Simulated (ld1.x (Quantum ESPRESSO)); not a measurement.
## Which change was made? (Mg, TM)

- Element: Mg
- Generator: ld1.x (Quantum ESPRESSO) 7.5
- Type: norm-conserving Troullier–Martins (Kleinman–Bylander form)
- Functional: PBE
- Relativity: scalar-relativistic
- Frozen core: [Ne]
- Valence charge: 2
- Reference configuration: 3s2 3p0
- Partial waves: 3s (bound): rc 1.95 bohr; 3p (bound, empty): rc 2.70 bohr; 3d channel at 0.5 Ry: rc 2.25 bohr
- Local potential: the d channel
- Core correction: Bessel-smoothed model core, default radius (core density twice the valence density)

Cutoffs, loose and tight: the cutoffs (Ry, on a coarse ladder) from which the occupation-weighted sum of valence levels, in a spherical-Bessel basis at the reference potential, stays within 10 and 1 mRy of its value at 400 Ry. They do not see the model core or the augmentation charge, which bear on the density cutoff. Test errors are all-electron minus pseudo excitation energies from the reference, over the configurations 3s1 3p0; 3s1.5 3p0; 3s1 3p1; 3s0 3p1; 3s0 3p2; variants that change the core or the reference have their own tests.

The base gives: outcome: generated; cutoff, loose: 6 Ry; cutoff, tight: 18 Ry; bound ghosts: none; largest test error (meV): -6.4.

After one change the result is: outcome: failed: compute_chi: n is too large. Which change was it?
A. wave 3p (bound): rc 2.70 bohr becomes 3p (bound): rc 3.62 bohr
B. all radii but the core radius scaled by about 0.82 (s 1.60, p 2.22, d 1.86 bohr)
C. wave 3d channel at 0.5 Ry: rc 2.25 bohr becomes 3d channel at 0.5 Ry: rc 1.54 bohr
D. type RRKJ; rho0 0.02

D. The others give: all radii but the core radius scaled by about 0.82 (s 1.60, p 2.22, d 1.86 bohr) → outcome: generated; cutoff, loose: 21 Ry; cutoff, tight: 50 Ry; bound ghosts: none; largest test error (meV): +8.5 | wave 3p (bound): rc 2.70 bohr becomes 3p (bound): rc 3.62 bohr → outcome: generated; cutoff, loose: 6 Ry; cutoff, tight: 18 Ry; bound ghosts: none; largest test error (meV): +4.6 | wave 3d channel at 0.5 Ry: rc 2.25 bohr becomes 3d channel at 0.5 Ry: rc 1.54 bohr → outcome: generated; cutoff, loose: 6 Ry; cutoff, tight: 10 Ry; bound ghosts: none; largest test error (meV): +24.
